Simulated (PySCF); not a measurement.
C6H4S, SMILES C#Cc1ccsc1. Geometry optimised at PBE-D3(BJ)/def2-SVP.

Level of theory: PBE-D3(BJ)/def2-SVP (PySCF).

Harmonic wavenumbers (cm⁻¹): 148, 153, 412, 468, 481, 513, 601, 638, 639, 657, 662, 765, 818, 864, 867, 923, 1049, 1129, 1192, 1361, 1425, 1526, 2154, 3162, 3192, 3197, 3409. Rotational constants (GHz): 7.017, 1.450, 1.202; symmetry number 1.

**Question.** Work out the zero-point energy and the ideal-gas rigid-rotor harmonic-oscillator thermochemistry at 298.15 K and 1 atm.

**Answer.** ZPE = ½ Σ hcν = ½ × 32403 cm⁻¹ = 46.32 kcal/mol. H − E(el) = 50.83 kcal/mol. Entropy in cal/(mol K): translation 39.95, rotation 27.67, vibration 11.37, total 78.99. G − E(el) = 27.28 kcal/mol. Cp = 25.77 cal/(mol K). Modes under 150 cm⁻¹ make the vibrational entropy uncertain.
